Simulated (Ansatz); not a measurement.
Molecule: sum formula SiH₃Cl, net charge -1, doublet state. 
Structure (B3LYP-D3(BJ)/def2-TZVP (Ansatz, an electronic-structure program) minimum search):
```
Si
H 1 1.4986
H 1 1.4986 2 105.90
H 1 1.5513 2 99.61 3 102.96
Cl 1 2.5598 2 92.59 4 163.61
```
Charge -1, spin multiplicity 2.

Basis-set convergence of Hartree-Fock and CCSD correlation energies (hartree) with Ansatz. Valence correlation only, unless marked. Open shells are spin-unrestricted. Spin-orbit coupling is left out. Non-relativistic. This anion needs diffuse functions, which these sets lack.

| basis | functions | E(HF) | E(corr, CCSD) |
|---|---|---|---|
| def2-SVP | 51 | -749.93599 | -0.27437 |
| def2-TZVPP | 126 | ___ | ___ |

Some entries are withheld; supply them.


- def2-TZVPP, E(HF): -750.20734
- def2-TZVPP, E(corr, CCSD): -0.37291
